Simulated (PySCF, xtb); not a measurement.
2-fluoro-3-methylbuta-1,3-diene (C5H7F), SMILES CC(C(=C)F)=C.

GFN2-xTB run with xtb at its own geometry gives an orbital gap of 3.77 eV and a dipole moment of 2.34 D.

Geometry optimised at PBE0-D3(BJ)/def2-SVP. Other conformers were not sampled.

Problem. What does HF/def2-TZVP in PySCF give? (An estimate is asked for; the answer gives what the named calculation found.)

Solution. gap 11.73 eV (levels -9.06 and 2.68 eV), dipole 1.76 D.
